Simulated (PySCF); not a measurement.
Identify the compound

The spectra below were simulated for a compound C6H14N2Si2.

¹H NMR (400 MHz, computed): δ 7.10 (m, 2H), 7.00 (m, 2H), 4.64 (m, 1H), 4.64 (m, 1H), 2.44 (s, 6H), 0.20 (br s, 2H).

¹³C{¹H} NMR (computed): δ 161.8 (CH, 2C), 159.1 (CH, 2C), 39.2 (CH3, 2C).

- shieldings: GIAO wB97X-D/pcSseg-1
- structure optimised with PBE0-D3(BJ)/def2-SVP
- run in PySCF 2.14.0 with density-fitted response routines
- isolated molecule, non-relativistic, one computed conformer, equivalent nuclei averaged

δ = σ(ref) − σ, references computed at the same level: ¹H, ¹³C vs TMS.

Deduce the structure.

## Answers


1. The formula gives 3 degrees of unsaturation (1 ring in the answer).
2. 3 carbon signals for 6 carbons: some carbons are equivalent by symmetry or fast rotation.
3. Carbon types of the structure: 4 × CH, 2 × CH3, leaving 4 H on heteroatoms.
4. δC 161.8, 159.1: alkene CH; as expected for a trigonal carbon in a double bond.
5. δC 39.2: methyl carbon bonded to N; the inductive effect lowers its shielding.
6. δH 7.10, 7.00: hydrogen on an alkene CH; olefinic region.
7. δH 4.64, 4.64: hydrogen on a silicon bonded to 2 C, N, in a 6-membered ring.
8. δH 2.44: hydrogen on a methyl carbon bonded to N; its carbon carries N, an electronegative neighbour.
9. δH 0.20: hydrogen on a nitrogen bonded to Si; exchangeable; this is the value without hydrogen bonding to other molecules.

These data were computed for SMILES CN(C)[Si@H]1C=C[Si@H](N)C=C1.

The data come from this structure; uniqueness wasn't tested.

The OH or NH signal is concentration- and solvent-dependent in practice; the value given is the gas-phase one. Shifts are as computed. Against solution values, carbons near 30 ppm lie about +1 ppm off and those near 130 ppm about +6 ppm. Of 1309 compounds with measured shifts, 239 miss one by over three times the rms of a fit or turn the order of signals round; such compounds aren't used in these exercises. No couplings were computed; multiplicities are counted from neighbouring protons, with m where these are inequivalent, close in shift, in a saturated or five-membered ring or joined by F or P, and br s for small geminal =CH2 splittings.
